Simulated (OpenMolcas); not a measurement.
**Cr3+: moving or changing the point charges**

Cr3+ among 6 point charges of -2.2 e arranged as a trigonal antiprism (D3d), 1.68 Å from the ion, with a polar angle of 61.3° against the regular 54.74°.
```
   0.0000    1.4737    0.8067  -2.20
  -1.2762   -0.7368    0.8067  -2.20
   1.2762   -0.7368    0.8067  -2.20
   0.0000   -1.4737   -0.8067  -2.20
   1.2762    0.7368   -0.8067  -2.20
  -1.2762    0.7368   -0.8067  -2.20
```

```json
{
 "Program": "OpenMolcas",
 "Method": "CASSCF",
 "Basis": "ANO-RCC-VDZP [5s4p2d1f]",
 "Scalar Hamiltonian": "DKH2, point nucleus",
 "Active space": "3 electrons in 5 orbitals (3d)",
 "State averaging": "2S+1 = 4 even, 10 roots; 2S+1 = 2 even, 40 roots",
 "Spin-orbit coupling": "state interaction with AMFI integrals over the reference wave functions"
}
```

Runs around this geometry, states (labels of D3, the rotations of D3d). Energies in cm-1 above the lowest state or level, χT in cm3 K/mol.

```csv
R (Å),q (e),Polar angle / regular,Ground state,First state of that spin,First gap with spin-orbit (degeneracies),χT at 300 K,First state of another spin
1.68,-1.1,1.12,4A2,4A1 4942,"12.7 (2, 2)",1.734,2E 19087
1.68,-2.2,1.12,4A2,4A1 8846,"8.4 (2, 2)",1.812,2A2 14677
1.81,-2.2,1.12,4A2,4A1 6997,"10.4 (2, 2)",1.782,2E 17551
1.68,-2.2,1.21,4A2,4A1 9362,"5.9 (2, 2)",1.829,2S+1 = 2: 12692
```

Taking the first state of the same spin as R^-n, n = -ln(6997 / 8846) / ln(1.81 / 1.68) = 3.1 between the shortest and longest distance.

Scaling the charges by -1.1 / -2.2 = 0.50 scales the first state of the same spin by 4942 / 8846 = 0.56; with fixed orbitals a first-order splitting would follow the charge.

Without dynamic correlation the repulsion within the d shell is too large (B by tens of per cent), so at a given field states of lower spin stand too high. Point charges carry no covalency, so the field is a model and not that of real ligands. No measured value stands beside these numbers.

A state without a sure symmetry label is named by its multiplicity alone.
